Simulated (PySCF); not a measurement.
# Stretching Rb2

Set-up: PySCF, spin-free X2C with a Gaussian nucleus, basis sets Rb x2c-TZVPall. Energies in eV from Rb + Rb in their ground configurations at the same level. All curves are PBE0. state 1: ¹Σg⁺ (singlet), closed shell; state 2: ³Σu⁺ (triplet), unpaired electrons σ ↑↑, a second solution, started from another occupation; state 3: ³Πu (triplet), unpaired electrons σ ↑, π ↑, a second solution, started from another occupation; state 4: Ms = 0 determinant of mixed spin (⟨S²⟩ near 1.0), unpaired electrons σ ↑, π ↓, a second solution, started from another occupation.

| R (Å) | state 1 | state 2 | state 3 | state 4 |
| --- | --- | --- | --- | --- |
| 3.686 | -0.3543 | 0.3974 | 0.6870 | 1.0035 |
| 3.857 | -0.4160 | 0.2970 | 0.6386 | 0.9421 |
| 4.029 | -0.4532 | 0.2153 | 0.6118 | 0.9019 |
| 4.157 | -0.4676 | 0.1646 | 0.6035 | 0.8836 |
| 4.286 | -0.4720 | 0.1218 | 0.6037 | 0.8740 |
| 4.415 | -0.4681 | 0.0861 | 0.6114 | 0.8720 |
| 4.586 | -0.4519 | 0.0481 | 0.6310 | 0.8794 |
| 4.800 | -0.4180 | 0.0136 | 0.6675 | 0.9017 |
| 5.058 | -0.3636 | -0.0130 | 0.7236 | 0.9425 |
| 5.400 | -0.2775 | -0.0309 | 0.8106 | 1.0117 |

**Question.** Put a parabola through the three lowest points of the state 1 curve and estimate Re, k and ωe (reduced mass 42.46 u; 1 eV/Å² = 0.16022 mdyn/Å; ωe = 1302.8·√(k/μ) cm⁻¹).

**Answer.** Through R = 4.157, 4.286, 4.415 Å the second-order coefficient is 0.249 eV/Å², so Re ≈ 4.290 Å, k ≈ 0.0799 mdyn/Å and ωe ≈ 57 cm⁻¹. A polynomial fit of higher order to the unrounded PBE0 energies gives Re = 4.286 Å, k = 0.0818 mdyn/Å, ωe = 57.2 cm⁻¹; anharmonicity and rounding make the difference.

The higher-order fit for each curve: state 1: Re = 4.286 Å, ωe = 57.2 cm⁻¹, De = 0.472 eV; state 2: Re = 5.802 Å, ωe = 18.1 cm⁻¹, minimum 0.036 eV below the ground-state fragments; state 3: Re = 4.216 Å, ωe = 55.6 cm⁻¹, minimum 0.60 eV above the ground-state fragments; state 4: Re = 4.387 Å, ωe = 51.2 cm⁻¹, minimum 0.87 eV above the ground-state fragments.

Closed-shell solutions of metal pairs were not tested for spin polarisation, which can lower them a little. Counting both spins, an empty level lies below a filled one in some of these solutions, because spin and occupation are held.
